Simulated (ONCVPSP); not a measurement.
## Before and after: ONCV potential for oxygen

O (Z = 8), optimised norm-conserving Vanderbilt (ONCV), made with ONCVPSP 4.0.1 (PBE, scalar-relativistic). Core [He], reference 2s2 2p2 (charge +2). Waves: 2s: rc 0.95 bohr, ncon 4, nbas 7, qcut 7.3 1/bohr, 2 projectors, debl 3.3 Ha; 2p: rc 1.90 bohr, ncon 3, nbas 7, qcut 6.5 1/bohr, 1 projector. Local part: polynomial inside 0.90 bohr (lpopt 5, dvloc0 -1 Ha). Core correction: Teter function, fcfact 2.5, rcfact 1.2.

Change: s: qcut 4.3.

Cutoffs: the cutoffs (Ha) at which the residual kinetic energy of the hardest occupied pseudo-wave falls to 1 and 0.1 mHa per electron; they do not see the model core or the augmentation charge, which bear on the density cutoff. Errors are all-electron minus pseudo energies relative to the spin-unpolarised reference configuration.

Q: What does the change do?

A: The potential gets harder (70 Ha and 130 Ha → 122 Ha and 144 Ha); the errors of the 4 common tests hardly move; neither file shows a bound ghost.

```tsv
quantity	base	changed
cutoff, loose	70 Ha	122 Ha
cutoff, tight	130 Ha	144 Ha
loose cutoff by channel	s 70 Ha, p 17 Ha	s 122 Ha, p 17 Ha
bound ghosts	none	none
GHOST(+) flags under 300 eV	none	none
error for 2s2 2p4, meV [ΔE -50.02 eV]	+803	+811
error for 2s2 2p3, meV [ΔE -33.59 eV]	+337	+343
error for 2s2 2p1, meV [ΔE 53.87 eV]	+707	+716
error for 2s2 2p0, meV [ΔE 130.77 eV]	+3728	+3782
s: phases at 0.96 bohr within 0.05 rad from the reference energy up to (Ha; the scan ends near 5)	to the end of the scan	to the end of the scan
p: phases at 1.92 bohr within 0.05 rad from the reference energy up to (Ha; the scan ends near 5)	-0.7	-0.7
rms error of d²Exc/dni dnj with the model core, mHa	2.13	2.17
```
